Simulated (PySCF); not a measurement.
# B⁺: ionisation energy

B⁺ [He] 2s2 (1S) → B²⁺ [He] 2s1 (2S), as a difference of total energies. All numbers are calculated (PySCF 2.14, the spin-free X2C one-electron Hamiltonian (Gaussian nucleus), in x2c-QZVPPall). Correlated levels: valence and next inner shell: nothing frozen. The calculations carry no spin-orbit coupling.

```
                                method  ionisation energy (eV)
                                   UHF                  23.449
    MP2 (valence and next inner shell)                  24.496
SCS-MP2 (valence and next inner shell)                  24.697
   CCSD (valence and next inner shell)                  25.092
CCSD(T) (valence and next inner shell)                  25.103
```

Question: How much does correlation contribute at CCSD(T) (valence and next inner shell)?

Answer: 25.103 − (23.449) = 1.654 eV, measured against UHF.

Errors of the correlated levels include the incompleteness of this basis.

For comparison: 25.155 eV (measured; NIST Atomic Spectra Database, ionization energies).
